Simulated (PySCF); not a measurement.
**Cl⁺: ionisation energy**

Cl⁺ [Ne] 3s2 3p4 (3P) → Cl²⁺ [Ne] 3s2 3p3 (4S), as a difference of total energies. Computed with PySCF 2.14 in Sapporo-DZP-2012, with scalar relativity by spin-free X2C-1e. Correlated levels: valence: [Ne] frozen. The calculations carry no spin-orbit coupling.

```csv
method,ionisation energy (eV),error (eV)
UHF,22.548,-1.223
BP86,24.003,+0.232
M06-L,23.620,-0.151
MP2 (valence),23.035,-0.736
SCS-MP2 (valence),23.049,-0.722
CCSD (valence),23.057,-0.714
CCSD(T) (valence),23.069,-0.702
```

Reference: 23.771 eV (measured; NIST levels, between the centres of gravity of the two terms).

Errors of the correlated levels include the incompleteness of this basis and the frozen core.
